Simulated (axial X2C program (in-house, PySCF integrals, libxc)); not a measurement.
ReH: from the spin-free to the two-component result

All values were computed with an axial X2C code built on PySCF integrals. Spin-free means the one-electron spin-free X2C Hamiltonian; two-component (2c) means X2C with spin–orbit coupling and atomic mean-field two-electron Coulomb and Gaunt terms, so the difference of the two also holds small scalar two-electron terms. Basis: Re dyall-v2z [11s12p9d6f], H dyall-v2z [5s1p] (cores contracted in-house); Gaussian nuclei, density fitting, unrestricted open shells. Masses: Re 186.956 u, H 1.008 u.

Spin-free state: M_S = 2, Λ = 0 (beyond evenly filled blocks: π+α, π-α, δ+α, δ-α); fragments Re + H.

```
level  Re (Å)  ωe (cm⁻¹)  De (eV)  μ (D)
 PBE0   1.628     2142.7    2.214  -1.23
   HF   1.718     1701.9    0.934  -0.08
B3LYP   1.632     2127.5    2.376  -1.14
TPSSh   1.634     2134.6    2.502  -1.29
```

Dipoles are positive if H is the positive end.

Two-component determinant lowest at the distance of the search:

Ω = 2 (⟨Sz⟩ = 1.96, ⟨Lz⟩ = 0.04 at PBE0); fragments Re + H.

| level | Re (Å) | ωe (cm⁻¹) | De (eV) | μ (D) |
| --- | --- | --- | --- | --- |
| PBE0 | 1.630 | 2128.3 | 2.177 | -1.19 |
| HF | 1.713 | 1737.7 | 1.016 | -0.22 |
| B3LYP | 1.635 | 2110.1 | 2.323 | -1.11 |
| TPSSh | 1.636 | 2124.7 | 2.464 | -1.27 |

(1) From the two tables, how do the constants change at the PBE0 level (2c against spin-free)?

Occupations by symmetry block were frozen at the best pattern of an incomplete PBE0 search. De is counted from the lowest determinant-based energies of the atoms at the same level, without counterpoise correction. Density functionals use the spin component along the axis (collinear). With several unpaired electrons one determinant need not be a pure state. Open-shell Ω = 0 determinants with evenly filled partner blocks cannot be reached by this program, so the Ω shown need not be the lowest component. The determinant is spin-polarised beyond a pure state at some levels (its spin-free form has ⟨S²⟩ too high), which makes Re and μ there less reliable.

Answers

(1) At the PBE0 level Re increases by 0.002 Å and ωe falls by 14.4 cm⁻¹; De changes by -0.037 eV.
